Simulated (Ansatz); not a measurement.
`O[SiH2][SiH3]` + `[OH][GeH]([F])[SH]` → `[OH][GeH]([F])[S][SiH3]` + `O[SiH3]`  (cleavage of the Si–Si bond)

Program: Ansatz. Geometries: PBE0-D4/def2-TZVP. ΔE: electronic, gas phase. CCSD(T)/CBS is the MP2 limit (def2-TZVPP, def2-QZVPP) plus CCSD(T) − MP2 in def2-TZVPP, frozen cores. DFT in def2-TZVPP. B3LYP here is the variant with VWN-RPA as its local correlation; programs differ in this. For Ge outer-core shells are correlated without core-valence functions, which leaves a few kJ/mol of doubt a bond. Scalar relativity is left out up to krypton. Each species was taken in one conformer, which may not be the lowest.

**Question.** Is it downhill or uphill in electronic energy at CCSD(T)/CBS, and by how much? (An estimate is asked.)

**Answer.** Ansatz gave: Downhill: ΔE = -69.4 kJ/mol.

**Question.** What do these levels give: B3LYP-D4, ωB97M-V, B3LYP, MP2/def2-QZVPP, SCS-MP2/def2-QZVPP, HF/CBS(def2)? (An estimate is asked.)

**Answer.** The calculation gave: B3LYP-D4 -64.3, ωB97M-V -70.9, B3LYP -58.7, MP2/def2-QZVPP -79.5, SCS-MP2/def2-QZVPP -77.2, HF/CBS(def2) -73.3 kJ/mol.

Largest T1 diagnostic among the species: 0.012.

The D4 term adds −5.6 kJ/mol with B3LYP and −3.0 kJ/mol with PBE0; it sums over pairs of atoms, weighted by their polarisabilities, and B3LYP, whose exchange is more repulsive, gets the larger term. From PBE to PBE0 (25 % exact exchange), in def2-TZVPP and without D4, ΔE moves by −6.4 kJ/mol.
